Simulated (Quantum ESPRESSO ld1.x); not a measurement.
Question: Radial electron density D(r) = 4 pi r^2 rho(r) of an atom or ion with 24 electrons. All-electron calculation, non-relativistic Kohn-Sham, LDA (Slater exchange, Perdew-Wang correlation), spin-polarised, spherical densities, point nucleus. Program: ld1.x of Quantum ESPRESSO 7.5.

```
   r/bohr * D(r) (the largest magnitude, 38, reaches the edge; | marks zero)
 0.002021 |*
 0.002549 | *
  0.00324 | *
 0.004119 |   *
 0.005194 |    *
 0.006603 |       *
 0.008394 |           *
  0.01059 |                *
  0.01346 |                      *
  0.01697 |                             *
  0.02158 |                                     *
  0.02743 |                                            *
  0.03459 |                                               *
  0.04397 |                                               *
  0.05545 |                                           *
   0.0705 |                                       *
  0.08962 |                                      *
    0.113 |                                           *
   0.1437 |                                                   *
   0.1826 |                                                      *
   0.2303 |                                              *
   0.2928 |                                *
   0.3693 |                       *
   0.4694 |                        *
   0.5968 |                            *
   0.7526 |                         *
   0.9568 |                *
    1.216 |       *
    1.534 |  *
     1.95 |*
    2.459 *
    3.126 *
```

What is the nuclear charge?

Answer: Z = 28. The innermost maximum, from 1s, lies near 1/Z = 0.0357 bohr (found: 0.0387), and its height grows with Z. The density is that of the nickel ion Ni4+ in [Ar] 3d6; the configuration itself is not fixed sharply by these data, and Z only to about a unit. D(r) has 3 maxima, at r = 0.0387, 0.173, 0.621 bohr, and minima at 0.0827, 0.400 bohr, inside which lie 2.11, 10.79 electrons.
